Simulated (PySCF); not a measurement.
SMILES C[CH2][SnH]([Br])[CH2]C, GFN2-xTB optimised geometry.

```
17

Sn    -0.04    -0.17     0.00
Br     2.45    -0.17     0.00
C     -0.67     1.97     0.00
C     -1.52     2.33    -1.20
C     -0.62    -1.52     1.69
C      0.04    -2.88     1.60
H     -0.38    -0.91    -1.54
H     -1.21     2.15     0.93
H      0.24     2.57     0.02
H     -2.45     1.77    -1.21
H     -0.99     2.14    -2.13
H     -1.77     3.40    -1.16
H     -0.32    -1.00     2.60
H     -1.70    -1.60     1.67
H     -0.25    -3.40     0.69
H      1.12    -2.80     1.63
H     -0.28    -3.49     2.45
```

Density from CAM-B3LYP/def2-SVP, def2 effective core potentials past Kr in PySCF at that geometry. The core electrons that the potentials of Sn replace are not part of the density.

Minimum of the electron density along straight lines between bonded atoms, close to the bond critical point (lines longer than 1.1 times the sum of covalent radii, or with two minima, are not listed):

```csv
bond,length / Å,ρ at the minimum / e bohr⁻³,∇²ρ there / e bohr⁻⁵,position (fraction from the first atom)
Sn1–Br2,2.496,?,?,0.46
Sn1–C3,2.235,0.091,0.09,0.50
C3–C4,1.511,0.249,-0.58,0.50
Sn1–C5,2.232,0.091,0.09,0.50
C5–C6,1.511,0.249,-0.58,0.51
Sn1–H7,1.742,0.104,?,0.62
C3–H8,1.088,0.276,-1.01,0.63
C3–H9,1.088,0.277,-1.03,0.64
C4–H10,1.087,0.277,-1.03,0.63
C4–H11,1.087,0.278,-1.04,0.63
C4–H12,1.090,0.276,-1.02,0.63
C5–H13,1.089,0.276,-1.01,0.63
C5–H14,1.088,0.276,-1.01,0.63
C6–H15,1.088,0.277,-1.03,0.63
C6–H16,1.088,0.278,-1.05,0.63
C6–H17,1.090,0.276,-1.01,0.63
```

**Question.** Some entries are withheld; supply them.

**Answer.** 
- Sn1–Br2, ρ at the minimum / e bohr⁻³: 0.070
- Sn1–Br2, ∇²ρ there / e bohr⁻⁵: 0.14
- Sn1–H7, ∇²ρ there / e bohr⁻⁵: 0.12
